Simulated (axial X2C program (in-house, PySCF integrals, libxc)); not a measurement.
# What spin–orbit coupling does to TiSi⁻

All values were computed with an in-house all-electron X2C program for linear molecules (integrals from PySCF). Spin-free means the one-electron spin-free X2C Hamiltonian; two-component (2c) means X2C with spin–orbit coupling and atomic mean-field two-electron Coulomb and Gaunt terms, so the difference of the two also holds small scalar two-electron terms. Basis: Ti dyall-acv3z [11s11p7d4f2g], Si dyall-av3z [9s8p3d2f] (cores contracted in-house); Gaussian nuclei, density fitting, unrestricted open shells. Masses: Ti 47.948 u, Si 27.977 u.

Spin-free state: M_S = 1/2, Λ = 0 (beyond evenly filled blocks: σα); fragments Ti + Si-.

```csv
level,Re (Å),ωe (cm⁻¹),De (eV),μ (D)
PBE0,2.319,295.0,1.921,-2.64
```

Dipoles are positive if Si is the positive end and refer to the centre of mass.

Two-component determinant lowest at the distance of the search:

Ω = 1/2 (⟨Sz⟩ = 0.50, ⟨Lz⟩ = 0.00 at PBE0); fragments Ti + Si-.

```csv
level,Re (Å),ωe (cm⁻¹),μ (D)
PBE0,2.319,295.2,-2.64
```

Problem. From the two tables, how do the constants change at the PBE0 level (2c against spin-free)?

Solution. At the PBE0 level Re is unchanged within 0.001 Å and ωe doesn't move by more than 0.2 cm⁻¹.

The state is a single determinant with fixed occupations, the lowest that a limited PBE0 search found. Dissociation energies refer to the lowest single-determinant-based atoms at the same level and basis. De is not given where an atomic determinant may have missed its ground term or J level, or where the truncated virtual space spoils (T). Density functionals use the spin component along the axis (collinear). Other states lie close and PBE0, whose exact exchange favours high spin, may order them wrongly; the determinant shown need not be the ground state. The nearest other spin-free determinant of the search, M_S = 1/2, Λ = 2, lies 0.17 eV up at the distance of the search. Without a current term, density functionals place determinants with orbital angular momentum somewhat too high. The determinant is spin-polarised beyond a pure state at some levels (its spin-free form has ⟨S²⟩ too high), which makes Re and μ there less reliable.
